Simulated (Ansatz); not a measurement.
Total energies of (KBr)2 ring (K2Br2) from Ansatz at PBE0-D4/def2-TZVPD, gas phase (1 Eh = 27.2114 eV = 2625.5 kJ/mol). The reference geometry is relaxed at B3LYP-D4/def2-SVP.

| state | geometry | energy (Eh) |
| --- | --- | --- |
| charge 0 singlet | reference | -6347.45736 |
| charge -1 doublet | reference | -6347.46800 |
| free K atom (doublet) | – | -599.73894 |
| free Br atom (doublet) | – | -2573.81224 |

Task: Work out the vertical electron affinity, to the doublet.

Result: E(charge 0 singlet) − E(charge -1 doublet) = -6347.45736 − (-6347.46800) = 0.01064 Eh = 0.29 eV.

Task: What is the binding energy per atom against free atoms?

Result: Atoms: 2 × (-599.73894) + 2 × (-2573.81224) = -6347.10236 Eh. Binding: -6347.10236 − (-6347.45736) = 0.35500 Eh = 9.66 eV, or 2.42 eV for each of 4 atoms (no zero-point energy, no counterpoise term).

At PBE0-D4/def2-TZVPD the highest occupied level of the charge -1 doublet lies above zero (up to 0.47 eV). By energy differences its removal costs 0.29 eV (vertical, to the charge 0 singlet, at PBE0-D4/def2-TZVPD); a positive level beside a positive removal energy at the same level points to self-interaction error.
